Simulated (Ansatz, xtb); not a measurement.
**C3H3BFNO: 6 structures ranked**

6 gas-phase structures of C3H3BFNO, from a drawn sample of its isomers (lower ones may exist). Each was relaxed with GFN2-xTB:

A. `Bc1coc(F)n1`, a singlet
B. `Bc1cnc(F)o1`, a singlet
C. `Bc1nc(F)co1`, a singlet
D. `Bc1ncoc1F`, a singlet
E. `Bc1ncc(F)o1`, a singlet
F. `Bc1ocnc1F`, a singlet

Problem. Which do you expect lowest at r2SCAN-D4/def2-SVP, and how would the others follow?

Solution. Calculated order at r2SCAN-D4/def2-SVP: B (0.0), F (0.5), A (6.5), C (7.0), E (7.6), D (7.9) kcal/mol. Less than 1 kcal/mol parts B and F; A and C; C and E; E and D, so the order within those pairs means little.

Energies above the lowest of each column, in kcal/mol; the last columns are at B3LYP-D3(BJ)/def2-SVP geometries:

```csv
structure,GFN2-xTB,HF/STO-3G,r2SCAN-D4/def2-SVP,B3LYP-D3(BJ)/def2-SVP,CCSD(T)/def2-SVP + ΔMP2/def2-TZVPP
B,0.0,0.0,0.0,0.0,0.0
F,0.9,1.0,0.5,0.4,1.0
A,4.2,3.8,6.5,5.9,4.6
C,4.5,6.4,7.0,7.0,7.3
E,5.3,3.4,7.6,7.4,7.9
D,6.1,2.4,7.9,7.0,6.4
```

Every level run on B puts it lowest or level with the lowest. CCSD(T)/def2-SVP + ΔMP2/def2-TZVPP orders those it was run on as B (0.0), F (1.0), A (4.6), D (6.4), C (7.3), E (7.9) kcal/mol. Less than 1 kcal/mol parts D and C; C and E, so the order within those pairs means little. Flexible structures stand in one conformer each, not always the lowest. ΔMP2 is the change of the MP2 energy from the smaller to the larger basis.

Over these structures GFN2-xTB departs from r2SCAN-D4/def2-SVP by 1.1 kcal/mol on average once a common shift is removed. A GFN2-xTB relaxation took about 0.1 s and the r2SCAN-D4/def2-SVP energy about 2.3 s on a shared host (Ansatz 0.2.0, xtb 6.7.1).
